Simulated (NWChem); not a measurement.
System: C2H8OSi; SMILES OCC[SiH3]

Excerpt of the output:

```
             Northwest Computational Chemistry Package (NWChem) 7.3.0
             --------------------------------------------------------

                             Geometry "geometry" -> ""
                             -------------------------

 Output coordinates in angstroms (scale by  1.889725989 to convert to a.u.)

  No.       Tag          Charge          X              Y              Z
 ---- ---------------- ---------- -------------- -------------- --------------
    1 O                    8.0000     0.06096900    -2.42374100    -0.09216100
    2 C                    6.0000    -0.46941500    -1.13100600     0.02659700
    3 C                    6.0000     0.59052400    -0.03822700    -0.02122700
    4 Si                  14.0000    -0.07097400     1.73116900    -0.00852000
    5 H                    1.0000     0.65917000    -2.56759300     0.64859300
    6 H                    1.0000    -1.16784300    -1.01288400    -0.81806500
    7 H                    1.0000    -1.07693500    -1.02286300     0.94901200
    8 H                    1.0000     1.20702200    -0.17195700    -0.92690600
    9 H                    1.0000     1.27821700    -0.13938000     0.83903400
   10 H                    1.0000    -0.86679100     1.99048200     1.23195800
   11 H                    1.0000     1.06542600     2.70052800    -0.05392000
   12 H                    1.0000    -0.95550900     1.97257300    -1.19035900

 Effective nuclear repulsion energy (a.u.)     167.1316191622

                              NWChem Property Module
                              ----------------------

  itol2e modified to match energy
  convergence criterion.

                                 NWChem DFT Module
                                 -----------------

 Summary of "ao basis" -> "ao basis" (spherical)
 ------------------------------------------------------------------------------
       Tag                 Description            Shells   Functions and Types
 ---------------- ------------------------------  ------  ---------------------
 O                           6-31g*                  6       14   3s2p1d
 C                           6-31g*                  6       14   3s2p1d
 Si                          6-31g*                  8       18   4s3p1d
 H                           6-31g*                  2        2   2s

  itol2e modified to match energy
  convergence criterion.

            General Information
            -------------------
          SCF calculation type: DFT
          Wavefunction type:  closed shell.
          No. of atoms     :    12
          No. of electrons :    42
           Alpha electrons :    21
            Beta electrons :    21
          Charge           :     0
          Spin multiplicity:     1
          Use of symmetry is: off; symmetry adaption is: off
          Maximum number of iterations: 150
          AO basis - number of functions:    76
                     number of shells:    42
          Convergence on energy requested:  1.00D-07
          Convergence on density requested:  1.00D-05
          Convergence on gradient requested:  5.00D-04

              XC Information
              --------------
                         B3LYP Method XC Potential
                     Hartree-Fock (Exact) Exchange  0.200
                        Slater Exchange Functional  0.800 local
                    Becke 1988 Exchange Functional  0.720 non-local
              Lee-Yang-Parr Correlation Functional  0.810
                  VWN I RPA Correlation Functional  0.190 local

[...]

          -----------------------------------------
          Chemical Shielding Tensors (GIAO, in ppm)
          -----------------------------------------

                                NWChem CPHF Module
                                ------------------

  scftype          =     RHF
  nclosed          =       21
  nopen            =        0
  variables        =     1155
  # of vectors     =        3
  tolerance        = 0.10D-03
  level shift      = 0.00D+00
  max iterations   =       50
  max subspace     =       30

 SCF residual:    7.2902319542143845E-005

Iterative solution of linear equations
  No. of variables     1155
  No. of equations        3
  Maximum subspace       30
        Iterations       50
       Convergence  1.0D-04

   iter   nsub   residual    time
   ----  ------  --------  ---------
     1      3    3.06D-01      35.6
     2      6    1.09D-02      39.8
     3      9    9.31D-04      44.8
     4     12    2.30D-05      49.9

      Atom:    1  O
        Diamagnetic
    386.8403    -13.0388      8.0833
    -13.0388    400.5946     -0.3701
      8.0833     -0.3701    384.3448

        Paramagnetic
   -107.3468     20.8620     25.4189
     20.8620   -124.5754    -11.4149
     25.4189    -11.4149   -113.3826

        Total Shielding Tensor
    279.4936      7.8232     33.5022
      7.8232    276.0191    -11.7850
     33.5022    -11.7850    270.9622

           isotropic =     275.4916
          anisotropy =      50.4463

          Principal Components and Axis System
                 1           2           3
              309.1225    280.8713    236.4812

      1         0.7402      0.2691     -0.6162
      2        -0.0634      0.9403      0.3345
      3         0.6694     -0.2085      0.7130

      Atom:    2  C
        Diamagnetic
    242.3231      2.1960     -1.3369
      2.1960    255.7187      1.3116
     -1.3369      1.3116    235.3144

        Paramagnetic
   -114.3864    -17.3152     -3.9064
    -17.3152    -93.0797     -1.2005
     -3.9064     -1.2005   -134.1561

        Total Shielding Tensor
    127.9367    -15.1192     -5.2433
    -15.1192    162.6390      0.1111
     -5.2433      0.1111    101.1582

           isotropic =     130.5780
          anisotropy =      56.6711

          Principal Components and Axis System
                 1           2           3
              168.3587    123.3394    100.0359

      1        -0.3535      0.9115      0.2101
      2         0.9350      0.3513      0.0490
      3         0.0291     -0.2137      0.9765

      Atom:    3  C
        Diamagnetic
    246.0561      0.5017      0.2334
      0.5017    259.5258     -0.0682
      0.2334     -0.0682    240.0221

        Paramagnetic
    -65.5919     10.9876     -1.8859
     10.9876    -78.3404     -1.1121
     -1.8859     -1.1121    -81.1107

        Total Shielding Tensor
    180.4642     11.4893     -1.6525
     11.4893    181.1854     -1.1803
     -1.6525     -1.1803    158.9114

           isotropic =     173.5203
          anisotropy =      28.3777

          Principal Components and Axis System
                 1           2           3
              192.4388    169.3424    158.7798

      1         0.6954      0.7156      0.0662
      2         0.7162     -0.6977      0.0186
      3        -0.0595     -0.0344      0.9976

      Atom:    4  Si
        Diamagnetic
    880.6433     -0.9107      0.0252
     -0.9107    886.2568      0.0342
      0.0252      0.0342    880.2628

        Paramagnetic
   -437.2953    -17.3101      1.8576
    -17.3101   -397.0851      0.3763
      1.8576      0.3763   -438.8062

        Total Shielding Tensor
    443.3480    -18.2209      1.8828
    -18.2209    489.1717      0.4105
      1.8828      0.4105    441.4566

           isotropic =     457.9921
          anisotropy =      56.3138

          Principal Components and Axis System
                 1           2           3
              495.5346    442.1624    436.2792

      1        -0.3298      0.3259      0.8860
      2         0.9441      0.1181      0.3079
      3        -0.0043      0.9380     -0.3466

      Atom:    5  H
        Diamagnetic
     28.9719     -4.8554     11.3338
     -4.8554     26.6867     -4.3373
     11.3338     -4.3373     31.9842

        Paramagnetic
      2.3671      0.9162     -4.1654
      0.9162      5.9533      1.8262
     -4.1654      1.8262      2.1577

        Total Shielding Tensor
     31.3390     -3.9392      7.1684
     -3.9392     32.6400     -2.5112
      7.1684     -2.5112     34.1419

           isotropic =      32.7070
          anisotropy =      14.1615

          Principal Components and Axis System
                 1           2           3
               42.1480     30.8722     25.1007

      1         0.6027      0.0899      0.7929
      2        -0.4276      0.8753      0.2258
      3         0.6737      0.4751     -0.5660

      Atom:    6  H
        Diamagnetic
     30.8110     -0.2465      8.1233
     -0.2465     27.9792     -0.5943
      8.1233     -0.5943     29.2497

        Paramagnetic
     -1.2723     -0.1638     -4.4161
     -0.1638      2.1003      0.4697
     -4.4161      0.4697     -3.6243

        Total Shielding Tensor
     29.5387     -0.4103      3.7072
     -0.4103     30.0795     -0.1247
      3.7072     -0.1247     25.6254

           isotropic =      28.4145
          anisotropy =       5.1840

          Principal Components and Axis System
                 1           2           3
               31.8705     29.9846     23.3885

      1         0.8356      0.1858     -0.5170
      2        -0.2263      0.9739     -0.0158
      3         0.5006      0.1301      0.8559

      Atom:    7  H
        Diamagnetic
     28.5300     -0.2111     -8.3140
     -0.2111     27.3371      0.8989
     -8.3140      0.8989     31.1643

        Paramagnetic
      0.0181     -0.3409      3.9471
     -0.3409      2.7092     -0.6379
      3.9471     -0.6379     -4.9266

[...]
```

Level: B3LYP/6-31G* (spherical d), GIAO. Structure relaxed at the PBE0/def2-SVP level. B3LYP is NWChem's, with the RPA form of VWN correlation. The printed shielding anisotropy is the first printed principal value minus the mean of the other two.

Problem. Which NWChem input produces such a log?

Solution. One answer among several that fit: the input that was run:
```
start job
memory heap 200 mb stack 900 mb global 1100 mb
geometry units angstroms noautosym nocenter noautoz
  O      0.060969    -2.423741    -0.092161
  C     -0.469415    -1.131006     0.026597
  C      0.590524    -0.038227    -0.021227
  Si    -0.070974     1.731169    -0.008520
  H      0.659170    -2.567593     0.648593
  H     -1.167843    -1.012884    -0.818065
  H     -1.076935    -1.022863     0.949012
  H      1.207022    -0.171957    -0.926906
  H      1.278217    -0.139380     0.839034
  H     -0.866791     1.990482     1.231958
  H      1.065426     2.700528    -0.053920
  H     -0.955509     1.972573    -1.190359
end
basis spherical
  * library 6-31g*
end
dft
  xc b3lyp
  iterations 150
end
property
  shielding
end
task dft property
```
